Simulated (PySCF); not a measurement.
Predicted microwave data (PBE0/def2-SVPD in PySCF (dipole) on a GFN2-xTB geometry, gas phase) for one isomer of C4H12OSi:

- Rotational constants: A = 4358, B = 1789, C = 1789 MHz
- Dipole components: |μa| = 0.99 D, |μb| = 0.83 D, |μc| = 0.04 D
- Inertial defect: -115.91 u·Å²
- κ: -1.00

Question: Which candidate fits, each taken in the one conformer that was computed?
A. `CC(C)(C)O[SiH3]`
B. `CO[Si](C)(C)C`

Answer: A. It is CC(C)(C)O[SiH3], point group Cs. The candidates at the same level (rigid rotor, commonest isotopes):

```
         SMILES  A (MHz)  B (MHz)  C (MHz)  μa (D)  μb (D)  μc (D)  Δ (u·Å²)  point group                        rotor
CC(C)(C)O[SiH3]     4358     1789     1789    0.99    0.83    0.04   -115.91           Cs                            –
  CO[Si](C)(C)C     2952     2030     1986    0.18    0.98    0.00   -165.69           Cs  near-prolate asymmetric top
```

`CO[Si](C)(C)C` has A 32 % too low. No structure here is proved a minimum.

Shape of the structure used: `[CH3:1][C:2]([CH3:3])([CH3:4])[O:5][SiH3:6]`: C1–C2–O5–Si6 -61°.
